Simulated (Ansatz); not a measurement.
**How methods differ on SiHCl2O2 (SMILES [O][Si](O)(Cl)Cl)**

SiHCl2O2 has 6 atoms, charge 0, and is taken as a doublet. As SMILES, `[O][Si](O)(Cl)Cl`. The shape was relaxed beforehand at r2SCAN/def2-SVP. This is one conformer, not always the lowest.

Quantity: the adiabatic electron affinity (to the singlet anion, shapes relaxed at r2SCAN/def2-SVP, no zero-point term), in eV. The values are calculated.

The electron affinity is E(neutral) − E(anion): positive where the electron is bound.

| level | kind | program | value (eV) | CPU time (all runs) |
| --- | --- | --- | --- | --- |
| UHF/def2-SVP | Hartree–Fock | Ansatz | 2.27 | 9.6 s |
| USVWN5/def2-SVP | LDA | Ansatz | 3.93 | 5.9 s |
| UBLYP/def2-SVP | GGA | Ansatz | 3.48 | 11 s |
| UPBE/def2-SVP | GGA | Ansatz | 3.68 | 11 s |
| U-r2SCAN/def2-SVP | meta-GGA | Ansatz | 3.73 | 31 s |
| UB3LYP/def2-SVP | global hybrid | Ansatz | 3.71 | 14 s |
| U-wB97M-V/def2-SVP | range-separated hybrid | Ansatz | 3.76 | 68 s |
| UB2PLYP/def2-SVP | double hybrid | Ansatz | 3.69 | 27 s |
| RPA@PBE/def2-SVP | RPA | Ansatz | 3.50 | 20 s |

The values span 2.27 to 3.93 eV. CPU times are rough (shared hosts, several kinds of processor): they show what a rung costs within a factor of a few.
